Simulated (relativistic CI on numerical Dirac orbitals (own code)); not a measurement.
Input to a radial Dirac CI calculation:

```
atom Ce  Z=58  charge=56  electrons=2
nucleus A=140  rms_radius_fm=4.8771
hamiltonian dirac-coulomb  breit=on  qed=on  c_scale=1
orbitals kli  potential=per-configuration
slater_scale 1
correlation none
mixing on
configurations
  1s2
  1s 2p
  1p 2p
  1s 1p
end
```

Task: How did the run end?

Result: The self-consistent field of one configuration failed: SCF of 1p 2p ended with code -1.
